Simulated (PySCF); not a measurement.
NbOCl, SMILES [O]=[Nb][Cl] (connectivity only; charge and spin as stated), neutral, multiplicity 3. The structure is a stationary point at PBE-D3(BJ)/def2-TZVP. The multiplicity is an assumed one; other spin states were not compared. The def2 effective core potentials stand for the cores of Nb; spin–orbit coupling is left out.

Method: PBE-D3(BJ)/def2-TZVP (PySCF 2.14.0).

Harmonic wavenumbers (cm⁻¹): 169, 391, 991. Rotational constants (GHz): 18.06, 3.006, 2.577; symmetry number 1.

### Question
Work out the zero-point energy and the ideal-gas rigid-rotor harmonic-oscillator thermochemistry at 298.15 K and 1 atm.

### Answer
ZPE = ½ Σ hcν = ½ × 1552 cm⁻¹ = 2.22 kcal/mol. H − E(el) = 5.19 kcal/mol. Entropy in cal/(mol K): translation 40.81, rotation 25.24, vibration 3.54, spin 2.18, total 71.78. G − E(el) = -16.21 kcal/mol. Cp = 11.71 cal/(mol K).
